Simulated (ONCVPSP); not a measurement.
## Transferability test, ONCV potential for strontium (Sr)

- Element: Sr
- Generator: ONCVPSP 4.0.1
- Type: optimised norm-conserving Vanderbilt (ONCV)
- Functional: LDA (Perdew-Wang 92)
- Relativity: scalar-relativistic
- Frozen core: [Ar] 3d10
- Valence charge: 10
- Reference configuration: 4s2 4p6 5s2
- Partial waves: 4s+5s: rc 2.45 bohr, ncon 3, nbas 6, qcut 6.5 1/bohr, 2 projectors; 4p: rc 1.90 bohr, ncon 5, nbas 9, qcut 5.8 1/bohr, 3 projectors, debl 1.6 Ha; d scattering state at 0.03 Ha: rc 2.60 bohr, ncon 3, nbas 6, qcut 3.2 1/bohr, 2 projectors, debl 2.5 Ha
- Local potential: polynomial inside 1.70 bohr (lpopt 5, dvloc0 0 Ha)
- Core correction: Teter function, fcfact 4.5, rcfact 1.1

In the d channel the program set the typed energies aside and used 0.050, 2.550 Ha.

Energies are relative to the spin-unpolarised reference configuration 4s2 4p6 5s2; without spin polarisation the order of configurations can differ from experiment.

| valence configuration | charge | ΔE all-electron (eV) | error AE − PS (meV) |
| --- | --- | --- | --- |
| 4s2 4p6 5s1 | +1 | 6.059 | -0.7 |
| 4s2 4p6 5s1.5 | +0.5 | 2.410 | -0.2 |

(1) What are ΔE and the potential's error for 4s1 4p6 5s2?

(2) What are ΔE and the potential's error for 4s2 4p6 5s0?

Results:

(1) ΔE = 47.075 eV all-electron; the error (AE − PS) is -191 meV.

(2) ΔE = 17.235 eV all-electron; the error (AE − PS) is -3.4 meV.
